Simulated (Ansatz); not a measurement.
`[SiH3]C(Cl)Cl` + H₂O → `OC(Cl)Cl` + SiH₄  (formal hydrolysis of a C–Si bond)

Gas-phase electronic energies from Ansatz, PBE0-D4/def2-TZVP geometries. CBS: MP2 limit from def2 TZ/QZ plus the TZ coupled-cluster correction, frozen cores. This one scheme is used for every species. DFT in def2-TZVPP. B3LYP here is the variant with VWN-RPA as its local correlation; programs differ in this. HSE06 is defined as in plane-wave codes. Each species was taken in one conformer, which may not be the lowest.

```csv
level,ΔE (kcal/mol),difference from CCSD(T)/CBS
LDA (SPW92),6.3,-6.3
PBE-D4,8.4,-4.2
BLYP-D4,8.3,-4.3
r2SCAN-D4,8.1,-4.5
B97M-V,7.5,-5.1
PBE0-D4,9.5,-3.1
B3LYP-D4,9.2,-3.4
r2SCANh-D4,8.6,-4.0
r2SCAN0-D4,9.2,-3.4
BHLYP-D4,10.0,-2.6
CAM-B3LYP-D4,8.5,-4.1
ωB97X-V,8.8,-3.8
ωB97M-V,9.8,-2.8
B2PLYP,9.2,-3.4
PBE-QIDH,10.5,-2.1
PBE,7.3,-5.3
revPBE,7.3,-5.3
BLYP,6.3,-6.3
r2SCAN,7.8,-4.8
PBE0,8.5,-4.1
B3LYP,7.4,-5.2
r2SCANh,8.3,-4.3
r2SCAN0,8.9,-3.7
HSE06,8.5,-4.1
BHLYP,8.2,-4.4
LC-ωPBE,9.3,-3.3
RPA@PBE/def2-TZVPP,9.8,-2.8
HF/def2-SVP,3.7,-8.9
MP2/def2-SVP,5.6,-7.0
CCSD/def2-SVP,4.7,-7.9
CCSD(T)/def2-SVP,4.3,-8.3
HF/def2-TZVPP,7.4,-5.2
MP2/def2-TZVPP,12.4,-0.2
SCS-MP2/def2-TZVPP,11.1,-1.5
CCSD/def2-TZVPP,10.7,-1.9
CCSD(T)/def2-TZVPP,10.7,-1.9
HF/def2-QZVPP,7.7,-4.9
HF/CBS(def2),7.8,-4.8
MP2/CBS(def2),14.4,1.8
CCSD/CBS(def2),12.7,0.1
CCSD(T)/CBS,12.6,0
```

Largest T1 diagnostic among the species: 0.011.

In def2-TZVPP, CCSD(T) changes the Hartree–Fock value by +3.2 kcal/mol (the triples alone add −0.0 kcal/mol) and MP2 by +5.0 kcal/mol. At CCSD(T), def2-SVP lies −8.3 kcal/mol from the extrapolated value and def2-TZVPP −1.9 kcal/mol.
